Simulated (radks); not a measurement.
Question: Radial electron density D(r) = 4 pi r^2 rho(r) of an atom or ion with 7 electrons. Calculated with a radial shooting solver on a logarithmic mesh with Libxc functionals: Dirac Kohn-Sham, PBE, spin-unpolarised, spherical densities, finite nucleus; Fermi nuclear charge, rms radius of each element as measured or else 0.836 A^(1/3) + 0.57 fm.

| r (bohr) | D(r) (e/bohr) |
|---|---|
| 0.003417 | 4.004 |
| 0.00414 | 5.517 |
| 0.005016 | 7.520 |
| 0.006078 | 10.12 |
| 0.007364 | 13.40 |
| 0.008923 | 17.41 |
| 0.01081 | 22.11 |
| 0.0131 | 27.31 |
| 0.01587 | 32.60 |
| 0.01923 | 37.39 |
| 0.0233 | 40.85 |
| 0.02824 | 42.17 |
| 0.03421 | 40.83 |
| 0.04146 | 36.95 |
| 0.05023 | 31.64 |
| 0.06086 | 26.80 |
| 0.07375 | 24.41 |
| 0.08936 | 25.32 |
| 0.1083 | 28.31 |
| 0.1312 | 30.38 |
| 0.159 | 28.57 |
| 0.1926 | 22.24 |
| 0.2334 | 13.71 |
| 0.2828 | 6.402 |
| 0.3426 | 2.148 |
| 0.4151 | 0.4844 |
| 0.503 | 0.06768 |
| 0.6095 | 0.005313 |

What is the nuclear charge?

Answer: Z = 35. The innermost maximum, from 1s, lies near gamma/Z bohr with gamma = sqrt(1 - (Z/c)^2) = 0.967, here 0.0276 bohr (found: 0.0282), and its height grows with Z. The density is that of the bromine ion Br28+ in [He] 2s2 2p3; the configuration itself is not fixed sharply by these data, and Z only to about a unit. D(r) has 2 maxima, at r = 0.0282, 0.134 bohr, and minima at 0.0768 bohr, inside which lie 2.26 electrons.
